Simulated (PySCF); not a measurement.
## How the method changes the constants of RbNa⁺

State: ²Σ⁺ (doublet), unpaired electrons σ ↑. Set-up: PySCF, scalar-relativistic core potentials, basis sets Rb def2-SVPD with ECP28, Na def2-SVPD. De refers to Rb⁺ + Na in their ground configurations, without counterpoise correction. The functionals are run spin-unrestricted. A positive dipole points towards Na; it is taken about the centre of mass and depends on that origin.

| Level | Re (Å) | ωe (cm⁻¹) | De (eV) | μ (D) |
| --- | --- | --- | --- | --- |
| UHF | 4.519 | 66.5 | 0.393 | 1.86 |
| UHF-MP2 | 4.382 | 70.0 | 0.458 | n/a |
| UHF-SCS-MP2 | 4.404 | 69.1 | 0.446 | n/a |
| UHF-CCSD | 4.361 | 70.6 | 0.471 | n/a |
| UHF-CCSD(T) | 4.357 | 70.7 | 0.473 | n/a |
| PBE | 4.323 | 66.9 | 0.52 | 2.59 |
| PW91 | 4.310 | 67.3 | 0.54 | 2.61 |
| BP86 | 4.296 | 68.7 | 0.468 | 2.38 |
| r²SCAN | 4.300 | 71.2 | 0.466 | 2.20 |
| PBE0 | 4.318 | 70.1 | 0.494 | 2.39 |
| B97-3 | 4.422 | 64.2 | 0.362 | 1.66 |

(1) Which functional lies closest to UHF-CCSD(T) in De, which farthest, and by how much do they differ from it?

(2) What does the step from GGA to meta-GGA do here, going from PBE to r²SCAN?

(3) What does second-order correlation do here, going from UHF to UHF-MP2?

Correlated steps freeze 1 core orbital. Correlated levels converge slowly with the basis: in double zeta they bind strong bonds too weakly, by up to about 1 eV, and carry superposition errors of some tenths. Spin–orbit coupling is left out. For an ion De counts to the pair picked by the measured ionisation energies or electron affinities, which need not be the lowest pair at this level. The state was picked by a PBE0 search and need not be the measured ground state.

Results:

(1) Closest is BP86 (-6.1 pm in Re, -2.8 % in ωe, -0.00 eV in De against UHF-CCSD(T) in the same basis), farthest B97-3 (+6.5 pm in Re, -9.2 % in ωe, -0.11 eV in De). CCSD(T) converges more slowly with the basis than the functionals do and binds too weakly in this one, so the order can change at the basis-set limit.

(2) r²SCAN less PBE: -2.3 pm in Re, +6.4 % in ωe, -0.05 eV in De. 

(3) UHF-MP2 less UHF: -13.7 pm in Re, +5.3 % in ωe, +0.07 eV in De. Correlation nearly always deepens the well. The bond shortens, as in weak, metallic or heavy-atom bonds, where dispersion and the correlation of outer-core electrons pull the atoms together.
